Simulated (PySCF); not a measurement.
C₃H₈AlNO.
Geometry (PBE0-D3(BJ)/def2-SVP, Å), atoms numbered from 1 in this order:
```xyz
14
C3H8AlNO angstrom
O     -1.180   -1.337   -0.262
C     -1.712   -0.079   -0.468
C     -1.365    0.895    0.692
C      0.076    0.906    0.793
N      1.210    0.720    0.690
Al     2.645   -0.458   -0.169
H     -0.257   -1.374   -0.578
H     -1.384    0.382   -1.419
H     -2.811   -0.158   -0.503
H     -1.786    0.527    1.640
H     -1.748    1.911    0.508
H      3.499    0.563   -1.048
H      1.510   -1.302   -0.982
H      3.301   -1.197    1.083
```

The calculation used PBE0-D3(BJ)/def2-SVP geometry optimisation, gas phase (PySCF 2.14.0).

Q: Which atoms are bound to Al6, and at what distances?

A: 4 atoms: H14 1.595 Å, H12 1.595 Å, H13 1.631 Å, N5 2.045 Å. The nearest atom not counted as bound is C4, at 3.06 Å (others tie with it).

Q: List the angles at Al6.

A: 
```
      angle  degrees  distance of the outer atoms (Å)
H12–Al6–H14    120.6                             2.77
H13–Al6–H14    116.0                             2.74
H12–Al6–H13    115.4                             2.73
 N5–Al6–H12    103.8                             2.88
 N5–Al6–H14    103.1                             2.86
 N5–Al6–H13     91.1                             2.64
```

Q: Describe the arrangement about Al6 in numbers.

A: Angles from 91.1° to 120.6°; τ4 = (360° − α − β)/141° = 0.88 with α and β the two widest (0 for a square, 1 for a tetrahedron). The Al–H distances aren't all alike: 1.595 to 1.631 Å.

Q: What are the other bond lengths?

A: O1–C2 1.381 Å; C2–C3 1.554 Å; C3–C4 1.445 Å; C4≡N5 1.154 Å; O1–H7 0.976 Å; C2–H8, C2–H9 1.104 Å; C3–H10, C3–H11 1.101 Å.

Q: Give some angles away from the centre.

A: O1–C2–C3 111.9°, C2–C3–C4 106.3°, C3–C4–N5 166.6°, C4–N5–Al6 145.1°.

Q: What are the rotational constants (commonest isotopes, rigid rotor)?

A: A = 4981, B = 1516, C = 1235 MHz: an asymmetric top.

Point group: C1 (no symmetry element, even within 0.4 Å). Charge 0, singlet. Whether it is a minimum is left open (no frequencies).

One conformer stands for the species.
